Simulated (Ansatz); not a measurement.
A set of 12 reactions (bond dissociation), with CCSD(T)/CBS values in kJ/mol:

```csv
reaction,ΔE
`CO[SiH2]C[SiH3]` → `[CH2][SiH3]`• + `CO[SiH2]`•,399.5
`[CH3][Al]([OH])[Br]` → `[OH][Al][Br]`• + `[CH3]`•,368.6
`CN[Si](F)(F)F` → H• + `C[N][Si](F)(F)F`•,488.1
`[OH][SnH]([Cl])[Br]` → Br• + `[OH][SnH][Cl]`•,357.8
`C[N](C)[Mg][N](C)C` → `C[N](C)[Mg]`• + `C[N]C`•,311.9
`C[N](C)[SnH]([OH])[F]` → `C[N]C`• + `[OH][SnH][F]`•,291.5
`[F][GeH3]` → F• + `[GeH3]`•,546.3
`C[AsH]N[SiH3]` → `C[AsH]`• + `[NH][SiH3]`•,335.1
`O[SiH](F)O[SiH2]F` → F• + `O[SiH](F)O[SiH2]`•,683.0
`CC(=O)[SiH3]` → `C[C]=O`• + `[SiH3]`•,305.5
`[OH][SnH2][CH2][SiH3]` → `[CH2][SiH3]`• + `[OH][SnH2]`•,314.0
`C[SiH](F)N[SiH](Cl)Cl` → `[NH][SiH](Cl)Cl`• + `C[SiH]F`•,530.1
```

Program: Ansatz. Geometries: PBE0-D4/def2-TZVP. ΔE: electronic, gas phase. CBS: MP2 limit from def2 TZ/QZ plus the TZ coupled-cluster correction, frozen cores. This one scheme is used for every species, atoms too. DFT in def2-TZVPP. B3LYP here is the variant with VWN-RPA as its local correlation; programs differ in this. No spin–orbit coupling; open shells (•) take unrestricted orbitals. Spin–orbit coupling would lower the free atoms: a little for F; clearly for Br. Elements past krypton have def2 core potentials. Bonds to As, Br, Ge, Mg, Sn are less sure, by a few kJ/mol each and by 10 to 20 or more in all where they break to atoms, as the def2 sets lack core-valence functions. Scalar relativity is left out up to krypton. One conformer a species, not always the lowest.

**Question.** Give the mean, mean absolute and largest difference (level minus CCSD(T)/CBS, kJ/mol) for: PBE-D4, B3LYP-D4, PBE, r2SCAN, B3LYP, MP2/def2-TZVPP, SCS-MP2/def2-TZVPP, CCSD(T)/def2-TZVPP, HF/def2-QZVPP, MP2/def2-QZVPP, SCS-MP2/def2-QZVPP, HF/CBS(def2), MP2/CBS(def2), CCSD/CBS(def2). (An estimate is asked.)

**Answer.** The calculation gave: 
```tsv
level	mean	mean absolute	largest
PBE-D4	-26.2	26.2	-50.0
B3LYP-D4	-31.1	31.1	-53.3
PBE	-33.6	33.6	-62.5
r2SCAN	-37.8	37.8	-62.6
B3LYP	-42.7	42.7	-73.1
MP2/def2-TZVPP	7.1	8.5	20.4
SCS-MP2/def2-TZVPP	-1.3	4.1	-16.5
CCSD(T)/def2-TZVPP	-14.9	14.9	-24.5
HF/def2-QZVPP	-133.6	133.6	-164.9
MP2/def2-QZVPP	15.8	15.8	26.9
SCS-MP2/def2-QZVPP	8.0	8.5	14.2
HF/CBS(def2)	-133.5	133.5	-164.5
MP2/CBS(def2)	22.0	22.0	32.5
CCSD/CBS(def2)	-8.9	8.9	-13.2
```

The largest T1 diagnostic in the set is 0.019, for `C[C]=O`• (customary mark 0.045).

CCSD(T)/CBS is a level of theory with its own doubt, and the functionals carry their triple-zeta basis error, so these figures describe this set and don't rank the functionals.
